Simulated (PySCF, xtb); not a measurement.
CH3Te, SMILES [Te]C (connectivity only; charge and spin as stated), charge +1, multiplicity 1.

Harmonic wavenumbers (cm⁻¹) from xtb with GFN2-xTB at its own minimum, in rising order: 340, 527, 611, 974, 1138, 1268, 2732, 2839, 2863.

### Question
What does B3LYP-D3(BJ)/def2-TZVP in PySCF give at its own minimum? (The exact figures need the calculation; the answer reports its results.)

### Answer
481, 640, 747, 1133, 1224, 1417, 2856, 3091, 3154. Paired by order, the mean absolute difference is 161 cm⁻¹ and the zero-point energies are 19.0 and 21.1 kcal/mol.
